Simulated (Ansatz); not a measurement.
Abridged output of a molecular run in Ansatz:

```
Functional definition: HF
1234 factors; integrals over basis functions are off by at most 1.3e-3 eV
mean field evaluation 1: about -31598.1780 eV, gradient 3.7e1 eV
mean field evaluation 2: about -31598.5174 eV, gradient 3.7e1 eV
mean field evaluation 4: about -31601.4946 eV, gradient 3.3e0 eV
mean field evaluation 8: about -31601.5539 eV, gradient 2.5e-1 eV
mean field -31601.55436321 eV, -1161.3357025449 hartree, gradient 3.9e-6 eV, S^2 0.000000; 0 other end points of the search recorded, 0 dependent functions left out
16 core orbitals not correlated: weight in the atoms' cores, before any rotation towards them, 1.000 or more for the frozen orbitals, at most 0.000 for the correlated occupied ones
reference -31601.55436321 eV, -1161.3357025449 hartree; 13, 13 occupied and 184, 184 virtual orbitals, 1234 factors
second order -19.48658906 eV of doubles, -0.00000000 eV of singles
cycle   1  -20.16214948 eV  change   -6.8e-1 eV  update   1.0e-1
cycle   2  -20.68508347 eV  change   -5.2e-1 eV  update   2.9e-2
cycle   3  -20.78597484 eV  change   -1.0e-1 eV  update   1.4e-2
cycle   4  -20.77631936 eV  change    9.7e-3 eV  update   3.3e-3
cycle   5  -20.77500241 eV  change    1.3e-3 eV  update   1.5e-3
cycle   6  -20.77522592 eV  change   -2.2e-4 eV  update   5.2e-4
cycle   7  -20.77492494 eV  change    3.0e-4 eV  update   2.3e-4
cycle   8  -20.77492752 eV  change   -2.6e-6 eV  update   1.0e-4
cycle   9  -20.77497627 eV  change   -4.9e-5 eV  update   4.8e-5
cycle  10  -20.77495658 eV  change    2.0e-5 eV  update   2.1e-5
perturbative correction -0.88750775 eV, -0.0326153083 hartree
Total energy: -31623.21682754 eV, -1162.1317834260 hartree
```

Its atoms:

Cartesian coordinates in Å:
```
O 0.649 1.016 1.310
Si -0.107 -0.372 0.887
S 0.735 -1.283 -0.864
S 0.398 0.345 -2.094
H 0.624 1.725 0.663
H -1.544 -0.131 0.601
H 0.092 -1.329 1.999
H -0.846 0.029 -2.503
```

Problem. Which basis set was used?
A. def2-TZVPP
B. def2-SVP
C. def2-SVPD
D. cc-pV(Q+d)Z

Solution. A. It gives 213 functions.

Problem. Write the keys of the input that set method, charge and spin (a neutral closed shell needs none for the last two).

Solution. 
```yaml
correlation: {method: ccsd_t}
```
